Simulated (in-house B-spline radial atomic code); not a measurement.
Results of a calculation; reference values are marked as such.
**Ghost states of the separable form: In**

In, [Kr] 4d10 5s2 5p1, non-relativistic PBE, spherical and spin-unpolarised, from an all-electron radial atomic-structure program (B-spline basis) (atomic units; all potentials screened as in the neutral atom).

Troullier-Martins channels: 5s (ε = -0.2812, r_c = 2.669 bohr), 5p (ε = -0.0956, r_c = 3.109 bohr), 4d (ε = -0.7269, r_c = 1.107 bohr). In the Kleinman-Bylander form one channel serves as the local potential, and each other channel l becomes |δV u><u δV|/<u|δV|u>, with δV = V_l − V_local and u the pseudo-orbital. Its strength is E_KB = <u|δV²|u>/<u|δV|u>. By the analysis of Gonze, Stumpf and Scheffler a spurious state lies below the reference level ε if E_KB > 0 and ε is above the second level of the local potential alone, or if E_KB < 0 and ε is above its first. The table's levels are those of angular momentum l in a sphere of 9 bohr, whose wall can lift a shallow ε a little above its free-atom value.

```
local  channel   <u δV u>  <u δV² u>        ε  first local level  second local level
    p        s  -0.018669   0.034514  -0.2811            -0.2770              0.0508
    p        d     -4.907     39.474  -0.7269             0.0766              0.3065
    s        p     0.0132   0.011458  -0.0927            -0.1103              0.1355
    s        d    -5.4337     48.035  -0.7269             0.0726              0.2949
    d        p    0.12489    0.40226  -0.0927            -4.5842             -0.2416
    d        s    0.37917     2.0977  -0.2811            -9.3511             -1.5903
```

**Question.** Apply the rule to each row.

**Answer.** Local p, channel s: E_KB = -1.85, so ε = -0.2811 is set against -0.2770: no ghost. Local p, channel d: E_KB = -8.04, so ε = -0.7269 is set against 0.0766: no ghost. Local s, channel p: E_KB = +0.868, so ε = -0.0927 is set against 0.1355: no ghost. Local s, channel d: E_KB = -8.84, so ε = -0.7269 is set against 0.0726: no ghost. Local d, channel p: E_KB = +3.22, so ε = -0.0927 is set against -0.2416: a ghost. Local d, channel s: E_KB = +5.53, so ε = -0.2811 is set against -1.5903: a ghost.

Diagonalising the separable Hamiltonian gives:

```json
{"local": "p", "channel": "s", "three lowest levels": "-0.2811, -0.0034, 0.1051", "all-electron, two lowest valence levels": "-0.2811, 0.0603"}
{"local": "p", "channel": "d", "three lowest levels": "-0.7269, 0.0924, 0.3555", "all-electron, two lowest valence levels": "-0.7269, 0.0889"}
{"local": "s", "channel": "p", "three lowest levels": "-0.0927, 0.1454, 0.5081", "all-electron, two lowest valence levels": "-0.0927, 0.1458"}
{"local": "s", "channel": "d", "three lowest levels": "-0.7269, 0.0909, 0.3491", "all-electron, two lowest valence levels": "-0.7269, 0.0889"}
{"local": "d", "channel": "p", "three lowest levels": "-2.2261, -0.0927, 0.1455", "all-electron, two lowest valence levels": "-0.0927, 0.1458"}
{"local": "d", "channel": "s", "three lowest levels": "-6.3180, -0.2811, 0.0595", "all-electron, two lowest valence levels": "-0.2811, 0.0603"}
```

**Question.** Which choices of local channel are safe?

**Answer.** Free of ghosts: s. With d local the p channel has a ghost 2.13 hartree below ε, since the local potential binds more than one state below ε, and a repulsive term of rank one raises each level at most to the next, so it clears only one of them. With d local the s channel has a ghost 6.04 hartree below ε, since the local potential binds more than one state below ε, and a repulsive term of rank one raises each level at most to the next, so it clears only one of them. Among the safe choices the second level, which tests transfer, is off by at most 2.0 millihartree (s local). With p local the s channel has a spurious state at -0.0034, above ε, where the rule doesn't look; that choice is unsafe too.
